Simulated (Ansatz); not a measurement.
Basis-set extrapolation for ClH3S2Si, SMILES `S[SiH](S)Cl` (PBE0-D4/def2-TZVP geometry, frozen core, Ansatz 0.2.0). Multiplicity 1, RHF reference.

```tsv
	def2-TZVPP	def2-QZVPP
HF	-1545.408359	-1545.452601
MP2 correlation	-0.664236	-0.726319
CCSD(T) correlation	-0.756038	not run
```

Energies in hartree. Use E(X) = E(∞) + A·exp(−7.88·√X) for Hartree–Fock and E(X) = E(∞) + B·X^(−2.97) for correlation, with X = 3 and 4, and add CCSD(T) minus MP2 of the smaller set to the MP2 limit.

Question: What is the CCSD(T) energy at the basis-set limit?

Answer: HF limit: -1545.452601 + (-0.044242) × 0.13774 = -1545.45869. MP2 limit: -0.726319 + (-0.062083) × 0.74074 = -0.77231. Higher-order term: -0.756038 − (-0.664236) = -0.09180. Total: -1546.32280 hartree, 415.9 kJ/mol below CCSD(T)/def2-TZVPP.
